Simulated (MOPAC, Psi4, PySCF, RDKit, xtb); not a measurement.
Two geometries of SMILES OCO, relaxed at B3LYP-D3(BJ)/def2-SVP with one dihedral held; other torsions can differ between them too.

Structure A

```
7

O      1.0681    -0.4573     0.4062
C      0.0140     0.3894     0.0497
O     -1.0826    -0.2933    -0.4857
H      1.3517    -0.9205    -0.3953
H     -0.2436     0.9395     0.9745
H      0.3075     1.1223    -0.7254
H     -1.4007    -0.9080     0.1913
```

Structure B

```
7

O      1.0689    -0.4570     0.4242
C      0.0258     0.4148     0.0650
O     -1.1447     0.1455     0.7699
H      1.3594    -0.9491    -0.3515
H      0.3669     1.4544     0.2582
H     -0.2304     0.3287    -1.0056
H     -0.9443     0.2379     1.7117
```

### Question
Which is lower in energy at the level DF-MP2 (frozen core)/cc-pVTZ // B3LYP-D3(BJ)/def2-SVP (Psi4), and by how much?

### Answer
A is lower, by 13.48 kJ/mol (dihedral H4–O1–C2–O3: 60° in A, 120° in B).

E(B) − E(A) in kJ/mol at the other levels, on the same two geometries: MMFF94 // B3LYP-D3(BJ)/def2-SVP (RDKit) 2.57; PBE0/def2-TZVP // B3LYP-D3(BJ)/def2-SVP (Psi4) 12.84; PBE0-D3(BJ)/def2-TZVP // B3LYP-D3(BJ)/def2-SVP (Psi4) 12.91; PBE/def2-TZVP // B3LYP-D3(BJ)/def2-SVP (Psi4) 13.24; PBE-D3(BJ)/def2-TZVP // B3LYP-D3(BJ)/def2-SVP (Psi4) 13.34; wB97X-D/def2-TZVP // B3LYP-D3(BJ)/def2-SVP (Psi4) 12.77; HF/cc-pVTZ // B3LYP-D3(BJ)/def2-SVP (Psi4) 11.66; UFF // B3LYP-D3(BJ)/def2-SVP (RDKit) 0.16; PM6, restricted, heats of formation // B3LYP-D3(BJ)/def2-SVP (MOPAC) 15.93; AM1, restricted, heats of formation // B3LYP-D3(BJ)/def2-SVP (MOPAC) 13.57; GFN1-xTB // B3LYP-D3(BJ)/def2-SVP (xtb) 14.88; restricted B3LYP/6-31G*, spherical d // B3LYP-D3(BJ)/def2-SVP (PySCF) 16.29; restricted LDA (SVWN5)/6-31G*, spherical d // B3LYP-D3(BJ)/def2-SVP (PySCF) 17.47; restricted B3LYP/LANL2DZ // B3LYP-D3(BJ)/def2-SVP (PySCF) 14.64; restricted B3LYP/6-311+G**, spherical d // B3LYP-D3(BJ)/def2-SVP (PySCF) 12.72.
